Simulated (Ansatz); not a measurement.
`N[Si](F)(Cl)Cl` → Cl₂ + `N[Si]F` at 700 K and 1 bar (silylene formation by 1,1-elimination).

Computed with Ansatz on PBE0-D4/def2-TZVP structures; ΔE is electronic, products minus reactants. CBS: MP2 limit from def2 TZ/QZ plus the TZ coupled-cluster correction, frozen cores. This one scheme is used for every species. Each species was taken in one conformer, which may not be the lowest.

```tsv
species	CCSD(T)/CBS energy (Eh)	H − E (kJ/mol)	S (J/(mol·K))
`N[Si](F)(Cl)Cl`	-1364.55198	154.2	448.3
Cl₂	-919.51390	26.9	252.9
`N[Si]F`	-444.84306	116.9	330.3
```

H − E and S are ideal-gas, rigid-rotor, harmonic terms from PBE0-D4/def2-TZVP, for one conformer and one mirror image of each species. 1 Eh = 2625.50 kJ/mol, R = 8.31446 J/(mol·K).

**Question.** By hand: ΔE, ΔH, ΔS and ΔG.

**Answer.** ΔE = (-919.51390) + (-444.84306) − (-1364.55198) = 0.19502 Eh = 512.0 kJ/mol. Δ(H − E) = 26.9 + 116.9 − 154.2 = -10.4, so ΔH = 501.6 kJ/mol. ΔS = 252.9 + 330.3 − 448.3 = 134.9 J/(mol·K). ΔG = 501.6 − 700 × (134.9)/1000 = 407.2 kJ/mol.

**Question.** By hand: the equilibrium constant, and the temperature at which ΔG would vanish if ΔH and ΔS stayed fixed.

**Answer.** log₁₀ K = −ΔG/(RT ln 10) = -30.4. ΔG = 0 at ΔH/ΔS = 3718 K, far beyond where these terms or the molecules hold.

The number of gas molecules changes by +1, which sets the sign of ΔS. A doubt of 5 kJ/mol in ΔE shifts log₁₀ K by 0.4 here. Other conformers and mirror images would add mixing entropy, several J/(mol·K) or more a flexible species. These are equilibria of isolated gas molecules and say nothing of rates. Largest T1 diagnostic: 0.014 (customary marks: 0.02 for closed shells, 0.045 for open ones).
